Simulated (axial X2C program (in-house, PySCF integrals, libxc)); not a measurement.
InSn: from the spin-free to the two-component result

All values were computed with an in-house all-electron X2C program for linear molecules (integrals from PySCF). Spin-free means the one-electron spin-free X2C Hamiltonian; two-component (2c) means X2C with spin–orbit coupling and atomic mean-field two-electron Coulomb and Gaunt terms, so the difference of the two also holds small scalar two-electron terms. Basis: Sn dyall-cv3z [11s12p9d4f1g], In dyall-cv3z [11s12p9d4f1g] (cores contracted in-house); Gaussian nuclei, density fitting, unrestricted open shells. Masses: Sn 119.902 u, In 114.904 u.

Spin-free state: M_S = 3/2, Λ = 0 (beyond evenly filled blocks: σα, π+α, π-α); fragments Sn + In.

| level | Re (Å) | ωe (cm⁻¹) | De (eV) | μ (D) |
| --- | --- | --- | --- | --- |
| PBE0 | 2.837 | 146.8 | 2.051 | 1.56 |
| HF | 2.930 | 133.1 | 1.253 | 2.72 |
| MP2 | 2.870 | 147.7 | 1.837 | n/a |
| CCSD | 2.886 | 144.2 | 1.759 | n/a |
| CCSD(T) | 2.881 | 145.7 | 1.858 | n/a |
| B97-3 | 2.883 | 139.1 | 1.880 | 1.73 |

Correlated methods: 7 electrons correlated (number of frozen shells: Sn 4 s, 3 p, 2 d; In 4 s, 3 p, 2 d), 321 virtual spin orbitals or spinors in MP2, 89 natural virtuals in coupled cluster.

Dipoles are positive if In is the positive end.

Two-component determinant lowest at the distance of the search:

Ω = 3/2 (⟨Sz⟩ = 1.47, ⟨Lz⟩ = 0.03 at HF); fragments Sn + In.

```
  level  Re (Å)  ωe (cm⁻¹)  μ (D)
   PBE0   2.841      145.8   1.58
     HF   2.934      132.1   2.71
    MP2   2.876      146.1    n/a
   CCSD   2.891      142.8    n/a
CCSD(T)   2.886      144.4    n/a
  B97-3   2.888      137.6   1.76
```

**Question.** From the two tables, how do the constants change at the CCSD(T) level (2c against spin-free)?

**Answer.** At the CCSD(T) level Re goes up by 0.005 Å and ωe drops by 1.3 cm⁻¹.

The state is a single determinant with fixed occupations, the lowest that a limited PBE0 search found. Dissociation energies refer to the lowest single-determinant-based atoms at the same level and basis. De is not given where an atomic determinant may have missed its ground term or J level, or where the truncated virtual space spoils (T). Density functionals use the spin component along the axis (collinear). Coupled cluster ran in a truncated set of natural virtual spinors; the MP2 energy of the rest was added. (T) has no such correction and the atoms are truncated less, which lowers De at CCSD(T) by a hundredth of an eV or more. PBE0 can misorder states that lie within some tenths of an eV, so this need not be the ground state of the molecule. The nearest other spin-free determinant of the search, M_S = 1/2, Λ = 0, lies 0.35 eV up at the distance of the search. Without a current term, density functionals place determinants with orbital angular momentum somewhat too high. With several unpaired electrons one determinant need not be a pure state. This is the top spin component of a Σ state; components of lower Ω are not single determinants and can lie lower. With the outer-core shells frozen, correlated bond lengths of heavy atoms tend to come out a few hundredths of an ångström too long.
